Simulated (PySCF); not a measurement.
A structure optimised at PBE-D3(BJ)/def2-SVP, used in a PySCF frequency run:

```xyz
12

C      2.1895     0.0195     0.9663
N      1.0610    -0.5227     0.2332
Si    -0.4998     0.1811     0.0836
N     -1.5879    -1.1005    -0.3131
F     -0.7098     1.2463    -1.1564
H      1.8339     0.7926     1.6780
H      2.7094    -0.7587     1.5685
H      2.9532     0.5048     0.3151
H      1.2958    -1.2701    -0.4254
H     -0.6995     1.0079     1.3206
H     -2.4753    -0.8796    -0.7697
H     -1.6805    -1.9037     0.3112
```
Charge 0, spin multiplicity 1.

Write its SMILES and formula.

CN[Si@H](N)F, CH7FN2Si

What are its rotational constants (standard atomic weights)?

6.2588, 2.6028, 2.0261 GHz
